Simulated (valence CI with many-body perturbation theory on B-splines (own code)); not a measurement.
**Which ion has this spectrum?**

A relativistic CI+MBPT calculation for an atom or ion with 49 electrons gives these levels (cm⁻¹):

```csv
J,Parity,E,g
9/2,odd,0.0,0.76
11/2,odd,25287,0.97
3/2,odd,37499,0.65
13/2,odd,45607,1.09
9/2,odd,50177,1.01
5/2,odd,54153,0.93
3/2,odd,61475,1.55
7/2,odd,62355,1.06
15/2,odd,62371,1.16
5/2,odd,62552,0.74
7/2,odd,74590,1.05
9/2,odd,81643,1.18
13/2,odd,82052,0.96
11/2,odd,83160,1.11
```

The energies are calculated, and their last digits are not significant.

**Question.** Which is it?
A. Re26+
B. Au30+
C. Ir28+
D. Os27+

**Answer.** D. Os27+, ground level 4f3 4I°_9/2.
